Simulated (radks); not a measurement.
Charge is removed step by step from the 1s down level of Cr+, starting from 1s(up 1, down 1) 2s2 2p6 3s2 3p6 3d5. Calculated with a radial shooting solver on a logarithmic mesh with Libxc functionals: scalar-relativistic Kohn-Sham, PBE, spin-polarised, spherical densities, finite nucleus; open shells are filled with parallel spins first; Fermi nuclear charge, rms radius 3.6452 fm.

| removed (e) | E - E(0) (eV) | eigenvalue (eV) |
|---|---|---|
| 0 | 0.000 | -5886.8 |
| 0.25 | 1479.2 | -5948.6 |
| 0.5 | 2973.5 | -6007.5 |
| 0.75 | 4482.0 | -6060.5 |

The mean slope of the eigenvalue, de/dn, is 232 eV per electron.
